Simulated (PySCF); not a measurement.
H$_{3}$BS (SMILES BS), singlet, at a GFN2-xTB geometry. Base run: CCSD(T)/aug-cc-pVDZ (PySCF).

Here is a job for PySCF.
```python
from pyscf import gto, scf, cc

mol = gto.M(
    atom='''
B    -0.764059   -0.919052    0.151780
H    -0.350209   -1.950626    0.505845
H    -1.894936   -0.733619   -0.064508
S     0.404248    0.370487   -0.047280
H    -0.402527    1.351719   -0.443755
''',
    basis='aug-cc-pvdz',
    charge=0,
    spin=0,
    verbose=4,
    max_memory=1800,
)

mf = scf.RHF(mol)
mf.kernel()

mycc = cc.CCSD(mf, frozen=6)
mycc.kernel()
et = mycc.ccsd_t()
print('E(CCSD(T)) = %.10f' % (mycc.e_tot + et))
```

Problem. The base was run again with changes. Order these runs by total energy, lowest first: method = ccsd | method = cisd | method = mp2.

Solution. method = ccsd (ΔE vs base (kcal/mol) 5.41), method = cisd (ΔE vs base (kcal/mol) 19.43), method = mp2 (ΔE vs base (kcal/mol) 26.46)
